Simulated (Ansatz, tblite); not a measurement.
**Ligand exchange: C3H8AlF + C3H7FO → C3H9AlO + C3H6F2**

Species: C3H8AlF `C[CH2][Al]([CH3])[F]`, singlet; C3H7FO `CC(O)CF`, singlet; C3H9AlO `C[CH2][Al]([CH3])[OH]`, singlet; C3H6F2 `CC(F)CF`, singlet. The partners trade F for OH: Al–F and C–OH bonds give way to Al–OH and C–F.

Shapes, held fixed at every level: PBE0-D4/def2-TZVP. Flexible molecules stand in one conformer, not always the lowest. Programs: Ansatz 0.2.0, tblite 0.8.0. Electronic energies: no zero-point or thermal term.

```tsv
level	kind	ΔE (kJ/mol)	less CCSD(T)/CBS estimate	CPU time (sum over the molecules)
GFN2-xTB	semi-empirical	+67.5	+13.0	1.2 s
PBE-D4/def2-TZVPP	GGA	+49.6	-4.9	33 s
r2SCAN-D4/def2-TZVPP	meta-GGA	+49.2	-5.3	62 s
B3LYP-D4/def2-TZVPP	global hybrid	+49.5	-5.0	64 s
PBE0-D4/def2-TZVPP	global hybrid	+51.0	-3.5	41 s
B2PLYP/def2-TZVPP	double hybrid	+50.7	-3.8	77 s
CCSD(T)/def2-TZVPP	coupled cluster or CI	+53.3	-1.2	40 min
CCSD(T)/CBS estimate	coupled cluster or CI	+54.5	0.0	46 min
```

The highest level, CCSD(T)/CBS estimate, gives ΔE = +54.5 kJ/mol; the levels span +49.2 to +67.5. The column of differences is taken from that level and isn't an error. No measured value is set beside it here. The CBS estimate extrapolates MP2 from def2-TZVPP and def2-QZVPP and adds CCSD(T) − MP2 in the triple-zeta set, cores frozen. Times are processor times on shared x86 and Arm servers, and rough.
